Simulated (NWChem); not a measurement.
System: Si2H5O2Cl; SMILES O[SiH2][Si@@H](O)Cl

```xyz
10

O      1.0248    -2.3124    -0.1844
Si    -0.4476    -1.6390     0.2280
Si    -0.5049     0.6079    -0.4508
O     -1.7966     1.3369     0.2973
Cl     1.3183     1.4751     0.1621
H      1.8105    -1.8302     0.1122
H     -0.7206    -1.6845     1.6936
H     -1.4719    -2.4385    -0.4888
H     -0.5306     0.8575    -1.9185
H     -1.9899     2.2568     0.0620
```
Atoms are numbered in this order, from 1.

All runs: NWChem. Medium grid unless said otherwise, to which SCAN and Minnesota functionals are sensitive. All runs use the structure optimised with B3LYP/6-31G* (spherical d). Hybrids' shares of exact exchange are those that their runs print; pure functionals count as 0. The functionals differ in more than this share.

```csv
row,share of exact exchange,orbital gap (eV)
PBE/def2-TZVP,0.00,4.96
"LDA (Slater exchange, VWN5)/def2-TZVP",0.00,4.81
TPSSh/def2-TZVP,0.10,6.17
B3LYP/def2-TZVP,0.20,6.70
PW6B95/def2-TZVP,0.28,7.18
M06-2X/def2-TZVP,0.54,withheld
```

Question: Fit a straight line of the last column on the one before it, predict the withheld value, and compare with the run.

Answer: 
1. Means of the 5 shown rows: x = 0.116, y = 5.964. Slope Σ(x − x̄)(y − ȳ)/Σ(x − x̄)² = 0.5083/0.06112 = 8.316; intercept 4.999.
2. The shown rows scatter about the line by 0.187 (root mean square); the largest residual is +0.34, at TPSSh/def2-TZVP.
3. At x = 0.54 (M06-2X/def2-TZVP; beyond the shown range) the line gives 9.49.
4. The run gives 9.02, -0.47 from the line, 2.5 times the scatter.
